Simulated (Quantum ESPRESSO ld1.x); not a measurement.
Task: The aim is neutral selenium in [Ar] 3d10 4s2 4p4. This ld1.x (Quantum ESPRESSO 7.5) run was made with `OMP_NUM_THREADS=1 ld1.x < ld1.in > ld1.out`. Can the result be used? Name any fault.

```
 &input
    zed=34.0,
    iswitch=1,
    rel=1,
    dft='PW',
    config='[Ar] 3d10 4s2 4p4',
    verbosity='high',
    rmax=1000.0,
    prefix='ld1',
    max_out_wfc=37,
    file_charge='ld1.rho',
 /
```

Output (excerpt):

```
     Program LD1 v.7.5 starts

     --------------------------- All-electron run ----------------------------

     scalar relativistic calculation

     atomic number is 34.00
     dft =PW   lsd =0 sic =0 latt =0  beta=0.20 tr2=1.0E-14
     Exchange-correlation= PW
                           (   1   4   0   0   0   0   0)
     mesh =2305 r(mesh) = 997.88643 a.u. xmin = -8.00 dx = 0.00800
     1 Ry =  13.60569312 eV, c = 137.03599908

     n l     nl                  e(Ry)          e(Ha)          e(eV)
     1 0     1S 1( 2.00)    -917.532311350    -458.766155675 -12483.6630587
     2 0     2S 1( 2.00)    -117.943695880     -58.971847940  -1604.7057319
     2 1     2P 1( 6.00)    -103.847485818     -51.923742909  -1412.9170236
     3 0     3S 1( 2.00)     -15.630589366      -7.815294683   -212.6650022
     3 1     3P 1( 6.00)     -11.223424496      -5.611712248   -152.7024695
     3 2     3D 1(10.00)      -3.923904620      -1.961952310    -53.3874421
     4 0     4S 1( 2.00)      -1.284991335      -0.642495668    -17.4831978
     4 1     4P 1( 4.00)      -0.489162521      -0.244581261     -6.6553952

     final scf error:  6.2E-15 reached in  31 iterations

     Etot =   -4853.578724 Ry,   -2426.789362 Ha,  -66036.302663 eV

     Ekin =    4950.970606 Ry,    2475.485303 Ha,   67361.386720 eV
     Encl =  -11707.504210 Ry,   -5853.752105 Ha, -159288.709514 eV
     Eh   =    2072.112936 Ry,    1036.056468 Ha,   28192.532718 eV
     Exc  =    -169.158055 Ry,     -84.579028 Ha,   -2301.512587 eV
```

Result: Yes, it can be used (harmless). The line at issue: rmax=1000.0. The energy moves by less than 1e-5 hartree against the default mesh (-2426.7894 hartree).
